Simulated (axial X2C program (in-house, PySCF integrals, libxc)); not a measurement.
# Curves of IErI from open-shell CI on f12 s0

Computed with an axial X2C code built on PySCF integrals: two-component X2C with atomic mean-field Coulomb and Gaunt terms, basis I dyall-v3z, Er dyall-v3z (cores contracted in-house). Orbitals come from Hartree–Fock averaged over the configuration Er f12 s0; CI then distributes these electrons over the f, s shells of Er.

Scan along the symmetric stretch (R is each bond); masses I 126.904 u, Er 165.930 u, I 126.904 u. Energies in cm⁻¹ from the lowest point; levels are followed by energy order within each Ω. Lowest level at 3.001 Å: 100% f12.

```json
{"R (Å)": "2.791", "(1)Ω=0": "2759", "(1)Ω=1": "2795", "(1)Ω=2": "2905", "(1)Ω=3": "3092", "(1)Ω=4": "3357"}
{"R (Å)": "2.896", "(1)Ω=0": "595", "(1)Ω=1": "631", "(1)Ω=2": "744", "(1)Ω=3": "939", "(1)Ω=4": "1220"}
{"R (Å)": "3.001", "(1)Ω=0": "0", "(1)Ω=1": "37", "(1)Ω=2": "150", "(1)Ω=3": "347", "(1)Ω=4": "633"}
{"R (Å)": "3.121", "(1)Ω=0": "701", "(1)Ω=1": "737", "(1)Ω=2": "848", "(1)Ω=3": "1042", "(1)Ω=4": "1325"}
{"R (Å)": "3.241", "(1)Ω=0": "2427", "(1)Ω=1": "2462", "(1)Ω=2": "2570", "(1)Ω=3": "2758", "(1)Ω=4": "3031"}
{"R (Å)": "3.376", "(1)Ω=0": "5179", "(1)Ω=1": "5212", "(1)Ω=2": "5315", "(1)Ω=3": "5492", "(1)Ω=4": "5751"}
{"R (Å)": "3.541", "(1)Ω=0": "9240", "(1)Ω=1": "9271", "(1)Ω=2": "9366", "(1)Ω=3": "9530", "(1)Ω=4": "9768"}
```

**Question.** Fit the curves (1)Ω=0, (1)Ω=1, (1)Ω=2, (1)Ω=3, (1)Ω=4 near their minima.

**Answer.** From the open-shell CI curves, Te from the lowest:

| level | Te (cm⁻¹) | Re (Å) | ωe (cm⁻¹) |
| --- | --- | --- | --- |
| (1)Ω=0 | 0 | 2.997 | 117.5 |
| (1)Ω=1 | 37 | 2.997 | 117.5 |
| (1)Ω=2 | 150 | 2.998 | 117.4 |
| (1)Ω=3 | 347 | 2.998 | 117.2 |
| (1)Ω=4 | 633 | 2.997 | 116.8 |

Without dynamic correlation distances can be off by several hundredths of an Å (long for ionic bonds, short for multiple bonds) and the wavenumbers are rough.

The 5 lowest curves are shown; the next is (1)Ω=5, from 1006 cm⁻¹.

Dynamic correlation is missing, so gaps between terms are too wide and other configurations may lie lower; the lowest level listed is that of this model, not necessarily the ground state. At most 4 roots were kept for each Ω > 0 (twice that for Ω = 0) within 2.2 eV of the lowest, so higher up levels can be missing between those listed; levels with Ω > 0 are doubly degenerate and listed once, Ω = 0 levels singly. States that fill the shells left empty in the average are placed too high. The molecule was held linear; bending was not examined.
